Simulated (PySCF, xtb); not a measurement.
Se(Br)(OMe) (CH3BrOSe), SMILES CO[Se]Br. One conformer was computed; it need not be the lowest.

Harmonic wavenumbers (cm⁻¹) from GFN2-xTB in xtb at its own minimum, in rising order: 74, 133, 221, 272, 293, 526, 1007, 1128, 1132, 1406, 1462, 1469, 2946, 2959, 3009.

Q: What does PySCF with PBE-D3(BJ)/def2-SVP give at its own minimum? (Estimate from the structure and the level; the computed values follow.)

A: 87, 134, 223, 274, 318, 593, 1008, 1118, 1133, 1387, 1395, 1420, 2940, 3030, 3065. Paired by order, the mean absolute difference is 26 cm⁻¹ and the zero-point energies are 25.8 and 25.9 kcal/mol.
